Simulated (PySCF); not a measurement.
# A survey of $^{17}$O NMR shifts

[PySCF 2.14: shieldings: GIAO PBE0/pcSseg-1; GFN2-xTB geometry; rapidly exchanging positions averaged; non-relativistic Hamiltonian; no solvent model; a single conformation]

Shieldings were converted by a linear fit to measured shifts: $^{17}$O: δ = 266.70 − 0.911σ (rms 10.7 ppm, 155 shifts, 12.2 ppm with the 3 outliers that the fit left out vs liquid water, solution or neat liquid). Occasional misses reach two or three times the rms, and more in compound classes unlike the fitted ones.

Task: Give the $^{17}$O shifts of `CO[Si@@H](C)O[Si@H](O)SC`, `C[SiH2]O[SiH2]CS(C)(=O)=O`, `CO[Si](OC)(O[SiH3])SC`, `C[C@H]1[SiH2][Si@H](O)[SiH2]1`, `C[C@@H]([SiH2][SiH2]O)S(C)(=O)=O`.

Result: 
```
                                                           compound                        environment  δ (ppm)
    [CH3:1][O:2][Si@@H:3]([CH3:4])[O:5][Si@H:6]([OH:7])[S:8][CH3:9]          O5: oxygen bonded to 2 Si     48.7
    [CH3:1][O:2][Si@@H:3]([CH3:4])[O:5][Si@H:6]([OH:7])[S:8][CH3:9]         O7: oxygen bonded to Si, H     13.9
    [CH3:1][O:2][Si@@H:3]([CH3:4])[O:5][Si@H:6]([OH:7])[S:8][CH3:9]         O2: oxygen bonded to C, Si    -16.3
    [CH3:1][SiH2:2][O:3][SiH2:4][CH2:5][S:6]([CH3:7])(=[O:8])=[O:9]              O8/9: S=O oxygen (×2)    173.9
    [CH3:1][SiH2:2][O:3][SiH2:4][CH2:5][S:6]([CH3:7])(=[O:8])=[O:9]          O3: oxygen bonded to 2 Si    -20.5
        [CH3:1][O:2][Si:3]([O:4][CH3:5])([O:6][SiH3:7])[S:8][CH3:9]          O6: oxygen bonded to 2 Si      5.6
        [CH3:1][O:2][Si:3]([O:4][CH3:5])([O:6][SiH3:7])[S:8][CH3:9]  O2/4: oxygen bonded to C, Si (×2)     -6.9
                                      C[C@H]1[SiH2][Si@H](O)[SiH2]1             oxygen bonded to Si, H    -17.7
[CH3:1][C@@H:2]([SiH2:3][SiH2:4][OH:5])[S:6]([CH3:7])(=[O:8])=[O:9]                     O9: S=O oxygen    167.6
[CH3:1][C@@H:2]([SiH2:3][SiH2:4][OH:5])[S:6]([CH3:7])(=[O:8])=[O:9]                     O8: S=O oxygen    145.5
[CH3:1][C@@H:2]([SiH2:3][SiH2:4][OH:5])[S:6]([CH3:7])(=[O:8])=[O:9]         O5: oxygen bonded to Si, H    -30.8
```
